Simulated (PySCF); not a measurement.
Species: C8H13BF2.
Geometry (PBE0-D3(BJ)/def2-SVP, Å), atoms numbered from 1 in this order:
```
atom  x, y, z in Å
C1    -3.752    0.154    0.108
C2    -2.609   -0.476   -0.148
F3    -2.634   -1.744   -0.590
C4    -1.215    0.042   -0.006
C5    -0.493    0.079   -1.360
C6     0.899    0.691   -1.261
C7     1.846   -0.091   -0.342
C8     3.201    0.582   -0.158
B9     1.119   -0.510    0.986
F10    1.836   -0.718    2.091
C11   -0.423   -0.781    1.024
H12   -3.737    1.183    0.467
H13   -4.710   -0.348   -0.035
H14   -1.301    1.079    0.360
H15   -0.427   -0.950   -1.757
H16   -1.104    0.649   -2.078
H17    1.339    0.780   -2.270
H18    0.809    1.727   -0.885
H19    2.013   -1.081   -0.824
H20    3.873   -0.020    0.470
H21    3.703    0.753   -1.125
H22    3.092    1.565    0.330
H23   -0.531   -1.854    0.767
H24   -0.841   -0.677    2.038
```

Jobs on this species (24 atoms, 84 electrons) with PySCF (density fitting). Hardware of each: Arm Neoverse V2, one thread, on a shared host. The host was shared with other jobs, so the times are rough. Peak memory is the resident size of the whole Python process, interpreter and libraries included.

```tsv
level and settings	work	basis functions	SCF cycles	wall time	peak memory
PBE0/pcSseg-1, IEF-PCM water	shieldings, ring-centre shieldings	252	?	?	?
PBE0/pcSseg-1, IEF-PCM chloroform	shieldings, ring-centre shieldings, charges and field gradients	252	14	54 s	1.3 GiB
PBE0-D3(BJ)/def2-SVP, grid level 1	geometry optimisation from a GFN2-xTB start shaken at random	219	75	4.9 min	1.0 GiB
```

Question: Fill in the missing figures.

Answer: 
- PBE0/pcSseg-1, IEF-PCM water; shieldings, ring-centre shieldings: 50 s, 1.5 GiB, 14 SCF cycles

Question: What do all jobs in the table cost together?

Answer: About 6.6 min; the longest takes about 74 % of that, and about 5.9 times as long as the shortest.
